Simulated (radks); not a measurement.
Values are calculated unless marked as measured or tabulated.
Problem. Species: Ta XXXII. Configuration: [Kr] 4d5 7s1 (not the ground configuration). Code: a radial shooting solver on a logarithmic mesh with Libxc functionals. Model: scalar-relativistic Kohn-Sham, PBE, spin-polarised, spherical densities, finite nucleus; open shells are filled with parallel spins first (spin-orbit coupling, left out, can overturn this in heavy ions); Fermi nuclear charge, rms radius 5.3507 fm. Some entries of the table are withheld. Estimate them.

orbital,occ.,eigenvalue (Ry),<1/r> (bohr^-1),<r^2> (bohr^2)
1s up,1,-5039.533,85.40,0.0004789
1s down,1,-5039.519,85.40,0.0004788
2s up,1,-940.7855,19.95,0.007376
2s down,1,-940.4048,19.96,0.007374
2p up,3,-835.7196,18.15,0.006084
2p down,3,-835.4112,18.15,0.006082
3s up,1,-283.6141,7.440,0.04732
3s down,1,-283.4252,7.442,0.04725
3p up,3,-252.3240,6.892,0.04781
3p down,3,-252.1132,6.895,0.04772
3d up,5,-216.2740,6.514,0.03942
3d down,5,-215.9565,6.514,0.03938
4s up,1,-119.5990,3.456,0.2009
4s down,1,-118.6299,3.453,0.2011
4p up,3,-108.2750,(1),0.2161
4p down,3,-107.3190,(2),0.2166
4d up,5,-94.37124,3.006,0.2215
4d down,0,-93.41995,3.003,0.2223
7s up,1,-28.22803,0.8567,3.177

Solution. 
(1) 4p up <1/r> (bohr^-1): 3.224
(2) 4p down <1/r> (bohr^-1): 3.220
